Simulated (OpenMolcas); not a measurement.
Computed levels of 4d² in ions with 38 electrons, in cm-1 above ³F₂.

```yaml
Program: OpenMolcas
Method: SS-RASPT2, IPEA 0.25 Eh, imaginary shift 0.1 Eh
Basis: ANO-R2
Scalar_Hamiltonian: X2C, finite nucleus
Spin-orbit_coupling: state interaction with AMFI integrals over the reference wave functions, term energies averaged over their components
```

Active space for each ion: 8 electrons in 8 orbitals (RAS1 4p, at most 2 holes; RAS2 4d); closed shells correlated by CASPT2: 4s.

```tsv
Level	Zr2+	Nb3+	Tc5+	Ru6+	Rh7+
³F₃	791	1167	2200	2860	3650
³F₄	1711	2500	4610	5930	7450
¹D₂	6250	7960	11790	13570	15210
³P₀	8160	9930	12880	14420	15790
³P₁	8480	10390	13820	15680	17440
³P₂	9110	11370	16040	18690	21380
¹G₄	11090	13930	18990	21690	24310
¹S₀	22890	31200	42860	48360	53600
```

**Question.** Estimate ³F₄, ¹D₂, ³P₀ for Mo4+ from its neighbours Nb3+ and Tc5+.

**Answer.** ³F₄ is fine structure, which grows about as the fourth power of a screened charge, so the fourth roots are averaged: ((2500^0.25 + 4610^0.25) / 2)^4 = 3435. The calculation gives 3540, so the estimate is off by -3.0 %; the measured value is 3357 (Sugar and Musgrove, J. Phys. Chem. Ref. Data 17, 155 (1988)).
¹D₂ is another term, which grows about linearly with the charge: (7960 + 11790) / 2 = 9875. The calculation gives 10120, so the estimate is off by -2.4 %; the measured value is 10190 (Sugar and Musgrove, J. Phys. Chem. Ref. Data 17, 155 (1988)).
³P₀ is another term, which grows about linearly with the charge: (9930 + 12880) / 2 = 11405. The calculation gives 11480, so the estimate is off by -0.7 %; the measured value is 11161 (Sugar and Musgrove, J. Phys. Chem. Ref. Data 17, 155 (1988)).

Mixed levels, with the weight of the term that names them: Ru6+ ¹D₂ (70 %), Ru6+ ³P₂ (73 %), Rh7+ ¹D₂ (66 %), Rh7+ ³P₂ (69 %).

Term energies are means over components that CASPT2 splits; among the terms shown or strongly mixed into the levels shown the widest spread is 460 cm-1 (4d² ¹G, Rh7+). Active for correlation alone: 4p; no level in the range computed is led by a configuration that opens it, so any true level of that kind is missing. Measured partners are found by configuration, term and J. A level has none where our copy of the source lacks it or the pairing is in doubt (some pairs that miss far off the trend of their configuration count as doubtful), and it then counts in no deviation. Only configurations of the active space appear.
